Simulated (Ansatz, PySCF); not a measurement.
Cu2, SMILES [Cu][Cu], multiplicity 1. Atoms are numbered in the order given.

```xyz
2

Cu     0.0000     0.0000    -1.1142
Cu     0.0000     0.0000     1.1142
```

The structure is a stationary point at r2SCAN-D4/def2-TZVP. The spin state was assumed, not searched.

Vertical ionisation energy (IE) and electron affinity (EA) in eV. Rows of orbital energies are one-electron estimates. Where ΔSCF, EOM or ADC give a negative EA the extra electron is unbound and the value depends on the basis.

```
level                                                                   IE    EA
--------------------------------------------------------------------  ----  ----
−ε(HOMO), −ε(LUMO), ωB97X/def2-TZVPD (PySCF)                          7.72  0.50
−ε(HOMO), −ε(LUMO), M06-2X/def2-TZVPD (PySCF)                         6.27  1.66
−ε(HOMO), −ε(LUMO), PBE/def2-TZVPD (PySCF)                            4.83  3.03
ΔSCF, PBE0/def2-TZVPD (Ansatz), final states of multiplicity 2 and 2  7.82  0.65
ΔSCF, PBE/def2-TZVPD (Ansatz), final states of multiplicity 2 and 2   8.20  0.86
```

Q: What vertical singlet–triplet gap does ΔSCF give with PBE0/def2-TZVPD (Ansatz, a first-principles code) and with PBE/def2-TZVPD (Ansatz)? (An estimate is asked for; the answer gives what the named calculation found.)

A: 1.93 and 1.92 eV (triplet above singlet where positive).
